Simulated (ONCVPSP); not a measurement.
**Wu-Cohen ONCV dataset for praseodymium (Pr), scalar-relativistic all-electron reference.**

- Element: praseodymium
- Generator: ONCVPSP 4.0.1
- Type: optimised norm-conserving Vanderbilt (ONCV)
- Functional: Wu-Cohen
- Relativity: scalar-relativistic
- Frozen core: [Xe] 4f2
- Valence charge: 3
- Reference configuration: 5d1 6s1.5 (charge +0.5)
- Partial waves: 6s: rc 3.30 bohr, ncon 4, nbas 8, qcut 1.9 1/bohr, 1 projector; p scattering state at 0.17 Ha: rc 2.90 bohr, ncon 4, nbas 8, qcut 2.6 1/bohr, 2 projectors, debl 3.5 Ha; 5d: rc 3.00 bohr, ncon 4, nbas 8, qcut 6 1/bohr, 2 projectors, debl 3.7 Ha
- Local potential: polynomial inside 2.50 bohr (lpopt 2, dvloc0 4 Ha)
- Core correction: Teter function fitted to the true core (icmod 2), fcfact 0.65

* Cutoffs needed: 7.2 Ha and 9.4 Ha (the cutoffs (Ha) at which the residual kinetic energy of the hardest occupied pseudo-wave falls to 1 and 0.1 mHa per electron) The cutoffs count occupied waves only; projector 2 of the p channel, the hardest unoccupied one, needs 35 Ha at the loose tolerance.
* Ghost test: no bound ghost flagged; GHOST(+) flagged for p at 95.9 eV
* Configuration tests: 1 of 4 tests not solved or not reliable
* rms error of d²Exc/dni dnj: 17.97 mHa without and 1.64 mHa with the model core
